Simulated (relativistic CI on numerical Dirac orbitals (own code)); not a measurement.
# Electric-dipole transitions in Ta³⁸⁺

These numbers are calculated, not measured: Dirac-Coulomb-Breit CI, KLI orbitals optimised for each configuration, model QED (radiative potential, 1s self-energy scaled to tabulated hydrogen-like ionisation energies), unscaled Slater integrals (own radial code, finite nucleus).

CI space (outside the closed core [Ar] 3d10): 4s²4p⁵, 4s4p⁶, 4s²4p⁴4d, 4s4p⁵4d, 4s²4p⁴4f, 4s4p⁵4f, 4p⁶4d, 4s4p⁴4d², 4s²4p³4d4f, 4p⁶4f, 4p⁵4d², 4p⁴4d³, 4p⁴4d²4f. Double excitations out of closed p, d and f shells are left out; levels of such configurations are missing from the list, as are those of other unlisted configurations, and high levels can miss mixing partners.

| λ vac (Å) | Lower | Upper | A (s⁻¹) | log gf | S velocity/length |
| --- | --- | --- | --- | --- | --- |
| 48.482 | 4s²4p⁵ ²P°3/2 [1] | 4s²4p⁴4d ²D5/2 [26] | 7.84e+11 | 0.22 | 0.80 |
| 48.772 | 4s²4p⁵ ²P°3/2 [1] | 4s²4p⁴4d ²P3/2 [25] | 1.90e+12 | 0.43 | 0.74 |
| 48.864 | 4s²4p⁵ ²P°3/2 [1] | 4s²4p⁴4d ²S1/2 [24] | 2.57e+12 | 0.27 | 0.81 |
| 48.867 | 4s²4p⁵ ²P°3/2 [1] | 4s²4p⁴4d ²D5/2 [23] | 1.39e+12 | 0.48 | 0.83 |
| 49.247 | 4s²4p⁵ ²P°1/2 [2] | 4s²4p⁴4d ²D3/2 [34] | 1.75e+12 | 0.41 | 0.80 |
| 56.045 | 4s²4p⁴4d ⁴D3/2 [3] | 4s²4p⁴4f ⁴D°3/2 [50] | 5.10e+11 | -0.02 | 1.00 |
| 57.046 | 4s²4p⁴4d ⁴D3/2 [3] | 4s4p⁵4d ²D°5/2 [46] | 2.77e+11 | -0.09 | 1.05 |
| 57.171 | 4s²4p⁴4d ⁴F7/2 [6] | 4s4p⁵4d ²D°5/2 [51] | 3.23e+11 | -0.02 | 1.12 |
| 57.641 | 4s²4p⁴4d ⁴D5/2 [5] | 4s4p⁵4d ²D°5/2 [46] | 3.07e+11 | -0.04 | 1.07 |
| 58.524 | 4s²4p⁴4d ⁴F9/2 [10] | 4s4p⁵4d ²F°7/2 [55] | 4.07e+11 | 0.22 | 1.10 |
| 59.081 | 4s²4p⁴4d ⁴D5/2 [5] | 4s²4p⁴4f ⁴F°7/2 [43] | 3.13e+11 | 0.12 | 1.14 |
| 59.119 | 4s²4p⁴4d ²D3/2 [7] | 4s²4p⁴4f ²F°5/2 [52] | 3.72e+11 | 0.07 | 1.17 |
| 59.586 | 4s²4p⁴4d ²P1/2 [8] | 4s4p⁵4d ²D°3/2 [54] | 5.83e+11 | 0.09 | 1.05 |
| 59.814 | 4s²4p⁴4d ²F7/2 [9] | 4s4p⁵4d ²F°7/2 [53] | 3.44e+11 | 0.17 | 1.06 |
| 59.881 | 4s²4p⁴4d ⁴F7/2 [6] | 4s²4p⁴4f ⁴F°7/2 [43] | 2.99e+11 | 0.11 | 1.10 |
| 60.370 | 4s²4p⁴4d ⁴F7/2 [6] | 4s²4p⁴4f ²G°9/2 [40] | 3.71e+11 | 0.31 | 1.23 |
| 60.463 | 4s²4p⁴4d ²G7/2 [18] | 4s²4p⁴4f ²H°9/2 [66] | 3.39e+11 | 0.27 | 1.23 |
| 61.101 | 4s²4p⁴4d ²D5/2 [11] | 4s4p⁵4d ²D°5/2 [56] | 5.50e+11 | 0.27 | 1.19 |
| 62.009 | 4s²4p⁴4d ²F7/2 [9] | 4s4p⁵4d ⁴F°9/2 [48] | 4.11e+11 | 0.37 | 1.12 |
| 62.270 | 4s²4p⁴4d ²D5/2 [11] | 4s4p⁵4d ²F°7/2 [55] | 3.59e+11 | 0.22 | 1.17 |
| 62.480 | 4s²4p⁴4d ⁴F9/2 [10] | 4s4p⁵4d ⁴F°9/2 [48] | 3.11e+11 | 0.26 | 1.17 |
| 63.379 | 4s²4p⁵ ²P°1/2 [2] | 4s²4p⁴4d ²P1/2 [29] | 1.44e+12 | 0.24 | 0.70 |
| 63.808 | 4s²4p⁴4d ⁴F7/2 [6] | 4s4p⁵4d ⁴D°5/2 [39] | 2.90e+11 | 0.03 | 1.10 |
| 64.212 | 4s²4p⁴4d ⁴D7/2 [19] | 4s²4p⁴4f ⁴G°9/2 [65] | 3.61e+11 | 0.35 | 1.15 |
| 64.642 | 4s²4p⁴4d ⁴F9/2 [10] | 4s²4p⁴4f ⁴G°11/2 [44] | 3.75e+11 | 0.45 | 1.23 |
| 64.825 | 4s²4p⁵ ²P°3/2 [1] | 4s4p⁶ ²S1/2 [14] | 5.28e+11 | -0.18 | 1.01 |
| 64.891 | 4s²4p⁴4d ²G9/2 [22] | 4s²4p⁴4f ²H°11/2 [70] | 3.62e+11 | 0.44 | 1.25 |
| 65.813 | 4s²4p⁵ ²P°1/2 [2] | 4s²4p⁴4d ²D3/2 [28] | 6.92e+11 | 0.25 | 0.74 |
| 66.936 | 4s²4p⁵ ²P°3/2 [1] | 4s²4p⁴4d ²D5/2 [13] | 5.38e+11 | 0.34 | 0.77 |
| 68.130 | 4s²4p⁵ ²P°3/2 [1] | 4s²4p⁴4d ²D3/2 [12] | 4.15e+11 | 0.06 | 0.65 |

Terms are leading LS components. Brackets give the number of a level in order of energy, since labels repeat. The list gives strong lines, with weight on those to low levels, among the lowest 200 of 2132 levels, so that lines to higher ones, which can be the strongest, are missing. Levels whose partners in the same complex of configurations lie outside the list can be far off, and so can their lines. Rates are taken at the computed energies, electric ones in the length gauge. A velocity-to-length ratio far from 1 marks an uncertain rate.

At this charge energies of transitions that change n are usually good to better than 1 %, and those within a shell (Δn = 0) to a few per cent.

LS names give the leading component of a level, which can be under half, so a name can repeat, a term be missing and a line seem to break the LS rules.
